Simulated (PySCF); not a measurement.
Vertical excitations of a molecule C2H4NO, multiplicity 2 from TDA-LC-ωPBE/def2-SVPD run with PySCF, as energy in eV (oscillator strength): 1.38 (0.002), 2.49 (0.003), 5.11 (0.007), 5.44 (0.004), 6.15 (0.001), 6.35 (0.005), 6.74 (0.008), 6.90 (0.115), 7.30 (0.018), 7.57 (0.019). The structure is a stationary point at PBE0-D3(BJ)/def2-SVP. Other conformers were not sampled.

Problem. Which structure fits?
A. [CH2]C(N)=O
B. C[N]C=O
C. CC([NH])=O

Solution. B, C[N]C=O
